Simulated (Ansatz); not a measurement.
A structure relaxed at PBE-D4/def2-TZVP in Ansatz, charge 0, singlet:

```xyz
4

Sr    1.081   -1.348   -0.764
Sr   -1.806    0.447    0.332
O     0.326    0.803   -0.458
O     0.399    0.098    0.890
```

(1) Give its formula and point group.

(2) Summarise the bond lengths by kind (pairs closer than 1.2 times the sum of covalent radii, bridged metal pairs left out).

Results:

(1) Sr₂O₂. Point group C2v (tolerance 0.1 Å).

(2) 4 × O–Sr 2.30 Å; 1 × O–O 1.52 Å.

In the def2 sets Sr takes a core potential; there is no spin–orbit coupling. The structure holds 1 bond(s) between oxygen atoms. The restricted singlet is unstable towards broken spin symmetry at other levels; at PBE-D4/def2-TZVP this wasn't settled. Another isomer (singlet) lies 2.84 eV lower at PBE0-D4/def2-TZVP; other spin states weren't run for this one.
